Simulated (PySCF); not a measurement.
## How the method changes the constants of KNa

State: ¹Σ⁺ (singlet), closed shell. Set-up: basis K pcseg-2, Na pcseg-2; no relativity; PySCF 2.14. De refers to K + Na in their ground configurations, without counterpoise correction. A positive dipole means K(−)Na(+).

```csv
Level,Re (Å),ωe (cm⁻¹),De (eV),μ (D)
RHF-MP2,3.490,125,0.418,n/a
RHF-SCS-MP2,3.513,123,0.494,n/a
RHF-CCSD,3.517,121,0.58,n/a
RHF-CCSD(T),3.513,119,0.62,n/a
PBE,3.536,120,0.68,-2.64
PW91,3.533,120,0.71,-2.71
r²SCAN,3.592,121,0.498,-3.20
B3LYP,3.505,123,0.62,-2.64
PBE0,3.545,124,0.61,-3.02
HSE06,3.547,122,0.61,-2.95
B2PLYP,3.496,124,0.59,-3.00
```

The bond length runs from 3.490 Å (RHF-MP2) to 3.592 Å (r²SCAN). De spans 0.42 eV (RHF-MP2, perturbation theory) to 0.71 eV (PW91, GGA).

Correlated steps freeze 6 core orbitals. Closed-shell solutions of metal pairs were not tested for spin polarisation, which can lower them a little. Where the molecule has an RHF reference, its open-shell atoms are computed with UHF. B2PLYP dipoles, levels and charges come from its SCF part alone.

The whole job (state search and all levels along the bond) took about 1.6 min on 1 thread of Arm Neoverse V2 (shared host), peak memory 0.63 GiB.
